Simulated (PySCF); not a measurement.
Task: Give a PBE0-D3(BJ)/def2-SVP geometry of `CO[SiH2]C(F)(F)F`.

Result: 
Z-matrix in Å and degrees, rows numbered from 1:
```
C 
O   1  1.4020
Si  2  1.6503  1  126.73
C   3  1.9247  2  105.17  1   176.27
F   4  1.3389  3  112.81  2    63.11
F   4  1.3385  3  112.26  2   -58.42
F   4  1.3450  3  109.54  2  -177.50
H   1  1.0996  2  108.53  3   179.54
H   1  1.1049  2  111.83  3   -61.35
H   1  1.1050  2  111.96  3    60.40
H   3  1.4914  2  112.46  1    59.38
H   3  1.4910  2  112.75  1   -66.48
```

Si3 (oxygen-bound silicon) is distorted tetrahedral (angles from 105.2° to 112.7°).

Computed, not measured: PBE0-D3(BJ)/def2-SVP geometry optimisation, gas phase (PySCF).

Point group: near Cs, missed by 0.13 Å at most; the miss may be what the optimiser left on a soft mode. PBE0-D3(BJ)/def2-SVP frequencies: not computed here. One conformer, not necessarily the lowest (C1–O2–Si3–C4 176°).

Hardware: Arm Neoverse V1, one thread, shared host. Cost: 88 s, 0.50 GiB resident at most. These figures are those of the optimisation.
